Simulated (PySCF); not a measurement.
Gas-phase reaction: SnH3F + F = SnH2F2 + H

Energies from PySCF, thermal terms from the rigid-rotor harmonic-oscillator model, ideal gas at 1 bar. † marks an energy on the PBE0/def2-TZVP geometry and frequencies. CCSD(T) freezes the core. Open shells (unrestricted): F (multiplicity 2, electronic degeneracy 6), H (multiplicity 2); the rest are closed-shell singlets. Spin-orbit splitting is ignored; it lowers the true energy and changes the entropy of F. B3LYP is the form with VWN-RPA correlation. Sn: scalar-relativistic def2 core potential, no spin-orbit coupling. SnH3F, SnH2F2: computed as isolated molecules; such fragments, hydroxides, amides, oligomers or adducts are transient or little studied in the gas. CCSD(T) isn't extrapolated to the basis-set limit; its ΔH°(298 K) is -151.3 kJ in def2-SVP and -166.9 kJ in def2-TZVPP. The harmonic model lacks anharmonicity and excited electronic states, which grow with temperature; levels with a mode under 35 cm⁻¹ are left out.

| level | ΔE electronic, kJ | ΔH°(298 K), kJ | ΔS°(298 K), J/K | ΔG°(1000 K), kJ |
|---|---|---|---|---|
| B3LYP/def2-TZVP† | -161 | -171 | -18 | -157 |
| BLYP/def2-TZVP† | -179 | -189 | -18 | -175 |
| CCSD(T)/def2-SVP† | -142 | -151 | -18 | -137 |
| M06-2X/def2-TZVP† | -185 | -195 | -18 | -181 |
| PBE0/def2-QZVP† | -169 | -179 | -18 | -165 |
| r2SCAN/def2-TZVP† | -175 | -185 | -18 | -171 |
| LDA/def2-TZVP† | -232 | -241 | -18 | -227 |
| ωB97M-V/def2-TZVP† | -168 | -178 | -18 | -164 |
ΔH° is lowest at LDA/def2-TZVP† and highest at CCSD(T)/def2-SVP†. No reference value is set beside these.
